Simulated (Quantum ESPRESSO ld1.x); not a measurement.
The numbers below are computed, except where a source is named.
Task: The mean radii <r> (bohr) of the occupied orbitals of an atom or ion are listed with their occupations. Code: ld1.x of Quantum ESPRESSO 7.5. Model: scalar-relativistic Kohn-Sham, PW91, spin-unpolarised, spherical densities, point nucleus.

orbital  occ.      <r>
1s          2  0.06355
2s          2   0.2931
2p          6   0.2598
3s          2   0.9033
3p          6   0.9679
3d          5    1.414

Name the element and its charge.

Result: Z = 24, chromium, charge +1: Cr+ in [Ar] 3d5. The 1s radius gives Z: for a bare nucleus <r> = (2 gamma + 1)/(2Z) with gamma = sqrt(1 - (Z/c)^2), 0.06186 bohr for Z = 24, and screening makes it slightly larger (0.06355 here). The occupations add up to 23, and the charge is Z minus that.
